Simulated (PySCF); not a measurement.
Species: C6H8O2.
Numbering: `[CH2:1]=[CH:2][CH2:3][C:4](=[O:5])[O:6][CH:7]=[CH2:8]` (hydrogens: H9, H10 on C1; H11 on C2; H12, H13 on C3; H14 on C7; H15, H16 on C8)

The same species was optimised twice, with GFN2-xTB and with PBE0-D3(BJ)/def2-SVP (PySCF), and the same property calculations (PySCF, gas phase) were run on both structures.

```json
{"coordinate": "C1=C2 (Å)", "GFN2-xTB": "1.319", "PBE0-D3(BJ)/def2-SVP": "1.332", "change": "+0.013"}
{"coordinate": "C7=C8 (Å)", "GFN2-xTB": "1.319", "PBE0-D3(BJ)/def2-SVP": "1.329", "change": "+0.010"}
{"coordinate": "C3–C4 (Å)", "GFN2-xTB": "1.514", "PBE0-D3(BJ)/def2-SVP": "1.506", "change": "-0.008"}
{"coordinate": "O6–C7 (Å)", "GFN2-xTB": "1.376", "PBE0-D3(BJ)/def2-SVP": "1.369", "change": "-0.007"}
{"coordinate": "C4–O6 (Å)", "GFN2-xTB": "1.350", "PBE0-D3(BJ)/def2-SVP": "1.355", "change": "+0.005"}
{"coordinate": "C2–C3 (Å)", "GFN2-xTB": "1.496", "PBE0-D3(BJ)/def2-SVP": "1.493", "change": "-0.003"}
{"coordinate": "C4=O5 (Å)", "GFN2-xTB": "1.199", "PBE0-D3(BJ)/def2-SVP": "1.198", "change": "-0.001"}
{"coordinate": "C2–C3–C4 (°)", "GFN2-xTB": "111.8", "PBE0-D3(BJ)/def2-SVP": "113.2", "change": "+1.4"}
{"coordinate": "O6–C7–C8 (°)", "GFN2-xTB": "121.1", "PBE0-D3(BJ)/def2-SVP": "120.5", "change": "-0.6"}
{"coordinate": "C3–C4–O6 (°)", "GFN2-xTB": "109.7", "PBE0-D3(BJ)/def2-SVP": "110.1", "change": "+0.4"}
{"coordinate": "C1–C2–C3 (°)", "GFN2-xTB": "124.0", "PBE0-D3(BJ)/def2-SVP": "124.4", "change": "+0.4"}
{"coordinate": "O5–C4–O6 (°)", "GFN2-xTB": "124.0", "PBE0-D3(BJ)/def2-SVP": "123.8", "change": "-0.2"}
{"coordinate": "C3–C4–O5 (°)", "GFN2-xTB": "126.3", "PBE0-D3(BJ)/def2-SVP": "126.1", "change": "-0.2"}
{"coordinate": "C4–O6–C7 (°)", "GFN2-xTB": "118.5", "PBE0-D3(BJ)/def2-SVP": "118.5", "change": "0.0"}
{"coordinate": "C1–C2–C3–C4 (°)", "GFN2-xTB": "-124", "PBE0-D3(BJ)/def2-SVP": "-132", "change": "-8"}
{"coordinate": "C2–C3–C4–O5 (°)", "GFN2-xTB": "-12", "PBE0-D3(BJ)/def2-SVP": "-8", "change": "+4"}
{"coordinate": "C3–C4–O6–C7 (°)", "GFN2-xTB": "180", "PBE0-D3(BJ)/def2-SVP": "179", "change": "-1"}
{"coordinate": "C4–O6–C7–C8 (°)", "GFN2-xTB": "-178", "PBE0-D3(BJ)/def2-SVP": "-179", "change": "-1"}
```

Rotational constants: A = 7177, B = 917.7, C = 848.4 MHz (GFN2-xTB) against A = 7449, B = 903.2, C = 830.5 MHz (PBE0-D3(BJ)/def2-SVP). Point groups within 0.08 Å: C1 and C1.

On the GFN2-xTB structure: lowest singlet, TDDFT (eV) 5.78 [PBE0/def2-SVPD]; isotropic polarisability (au) 82.1 [PBE0/def2-SVPD]; HOMO (eV) -7.52 [PBE0/def2-SVPD]; LUMO (eV) -0.55 [PBE0/def2-SVPD]; dipole (D) 1.76 [PBE0/def2-SVPD].

Problem. What do these properties become on the PBE0-D3(BJ)/def2-SVP structure?

Solution. 
```csv
property,level,on GFN2-xTB,on PBE0-D3(BJ)/def2-SVP,change
"lowest singlet, TDDFT (eV)",PBE0/def2-SVPD,5.78,5.78,0.00
isotropic polarisability (au),PBE0/def2-SVPD,82.1,83.6,+1.5
HOMO (eV),PBE0/def2-SVPD,-7.52,-7.44,+0.08
LUMO (eV),PBE0/def2-SVPD,-0.55,-0.58,-0.03
dipole (D),PBE0/def2-SVPD,1.76,1.76,0.00
"energy, GFN2-xTB geometry as zero (kcal/mol)",PBE0/def2-SVPD,0.0,-1.0,-1.0
```

The heavy atoms differ by 0.062 Å rms after alignment. Among bonds between heavy atoms C1=C2 changes most (+0.013 Å). Changes are differences of the printed values. Neither structure is proved a minimum here.

The values belong to the conformer `[CH2:1]=[CH:2][CH2:3][C:4](=[O:5])[O:6][CH:7]=[CH2:8]`: C1–C2–C3–C4 -132°, C2–C3–C4–O5 -8°, C3–C4–O6–C7 179°, C4–O6–C7–C8 -179°.
